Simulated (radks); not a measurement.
Spherical quantum dot in the effective-mass picture: electrons in a hard-walled sphere of radius 10.4, with a point charge +1 (a donor) at the centre, all in effective atomic units (hartree* = m*/eps^2 hartree, bohr* = eps/m* bohr), one dielectric constant everywhere. Calculated with a radial shooting solver with Libxc functionals: non-relativistic Kohn-Sham, PBE, spin-polarised, spherical densities. Levels are named by radial order and angular momentum (1s, 1p, 1d, 2s, ...), and open shells are averaged over m. Results are scaled to m* = 0.035 and eps = 5.8, for which hartree* = 28.31 meV and bohr* = 8.769 nm.

N = 4, configuration 1s2 1p(up 2, down 0). This is the lowest configuration that the search found (a dilute case). Occupied levels:

level,occupation,eigenvalue (meV),<r> (nm)
1s down,1,8.5823,19.59
1s up,1,9.1887,35.26
1p up,2,10.698,59.53

Energy (meV): total 0.623811, kinetic 19.499, external -44.899, Hartree 43.678, exchange-correlation -17.655.
